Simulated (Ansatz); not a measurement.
Ansatz (a first-principles code) input (MP2/LANL2DZ): The .json file is the Basis Set Exchange's LANL2DZ.

Ansatz 0.2 input:
```yaml
crystal:
  periodic: [false, false, false]
  atoms:
    - {symbol: C, position_ang: [-1.55149300, 0.16595600, 0.16074400]}
    - {symbol: Si, position_ang: [0.22174500, -0.40577800, 0.17110400]}
    - {symbol: N, position_ang: [1.23842200, 0.79991400, -0.60193700]}
    - {symbol: H, position_ang: [-1.65419000, 1.11094000, 0.69738200]}
    - {symbol: H, position_ang: [-2.20248100, -0.57000900, 0.63741600]}
    - {symbol: H, position_ang: [-1.90051000, 0.31871700, -0.86218000]}
    - {symbol: H, position_ang: [0.36501900, -1.69544300, -0.56074900]}
    - {symbol: H, position_ang: [0.70093300, -0.61506400, 1.56607600]}
    - {symbol: H, position_ang: [2.22679600, 0.53662200, -0.62429600]}
basis:
  gaussian:
    orbitals: LANL2DZ.json
magnetization: {spin_polarized: true, initial_magnetization: 1}
correlation: {method: mp2, electrons: outside_noble_gas}
```

Output:

```
Functional definition: HF
integrals: 0.01 GiB planned
494 factors; integrals over basis functions are off by at most 5.4e-4 eV
mean field: 0.08 GiB planned
mean field evaluation 1: about -2703.6361 eV, gradient 2.1e1 eV
mean field evaluation 2: about -2703.7706 eV, gradient 2.2e1 eV
mean field evaluation 4: about -2707.2122 eV, gradient 2.5e0 eV
mean field evaluation 8: about -2707.3297 eV, gradient 2.0e-1 eV
mean field evaluation 16: about -2707.2413 eV, gradient 1.1e0 eV
mean field evaluation 32: about -2706.4051 eV, gradient 6.5e-1 eV
mean field -2707.33056710 eV, -99.4925632463 hartree, gradient 3.8e-6 eV, S^2 0.758719; 5 other end points of the search recorded, 0 dependent functions left out
2 core orbitals not correlated
reference -2707.33056710 eV, -99.4925632463 hartree; 10, 9 occupied and 26, 27 virtual orbitals, 494 factors
second order -5.95605499 eV of doubles, -0.00000000 eV of singles
Total energy: -2713.28662209 eV, -99.7114442300 hartree
```

The geometry given is a B3LYP-D3(BJ)/def2-TZVP minimum.
